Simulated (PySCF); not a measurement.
CH11NOSi3.
SMILES: `[Si@](C)([SiH3])(O[SiH3])N`

Vertical excitations from PySCF (density fitting, frozen core in the response, grid level 2 and gas phase unless stated; continuum runs use non-equilibrium linear response for the excitations) on a GFN2-xTB geometry. Reference run:

```tsv
settings	S1, eV (f)	S2, eV (f)	S3, eV (f)	S4, eV (f)	S5, eV (f)	S6, eV (f)	T1, eV (Tamm–Dancoff)	mean α (au)
PBE0/def2-SVPD, full TDDFT, 6 singlets	6.04 (0.033)	6.19 (0.056)	6.46 (0.046)	7.13 (0.011)	7.24 (0.071)	7.32 (0.006)	5.51	105.6
```

Question: What do these settings give: PBE0/def2-SVPD, TDA, 6 singlets?

Answer: 
| settings | S1, eV (f) | S2, eV (f) | S3, eV (f) | S4, eV (f) | S5, eV (f) | S6, eV (f) | T1, eV (Tamm–Dancoff) | mean α (au) |
| --- | --- | --- | --- | --- | --- | --- | --- | --- |
| PBE0/def2-SVPD, TDA, 6 singlets | 6.05 (0.036) | 6.23 (0.062) | 6.50 (0.050) | 7.14 (0.012) | 7.26 (0.074) | 7.34 (0.005) | 5.51 | 105.6 |

S1 moves by +0.01 eV; the lowest Tamm–Dancoff root can't lie below the lowest full-response root of a stable reference. States are counted by energy in each run and needn't keep their character from row to row.

Question: Which orbital pairs make up S1 in each run, and how does it sit against the orbital gap?

Answer: 
```tsv
settings	S1 configurations (weight)	S1 (eV)	orbital gap (eV)	S1 − gap (eV)
PBE0/def2-SVPD, full TDDFT, 6 singlets	H→L 0.89	6.04	7.17	-1.13
PBE0/def2-SVPD, TDA, 6 singlets	H→L 0.91	6.05	7.17	-1.12
```

Shape of the structure used: `[CH3:1][Si@:2]([NH2:3])([SiH3:4])[O:5][SiH3:6]`: C1–Si2–O5–Si6 -72°, H–N3–Si2–C1 163°, H–N3–Si2–C1 -59°.

One conformer stands for the species.
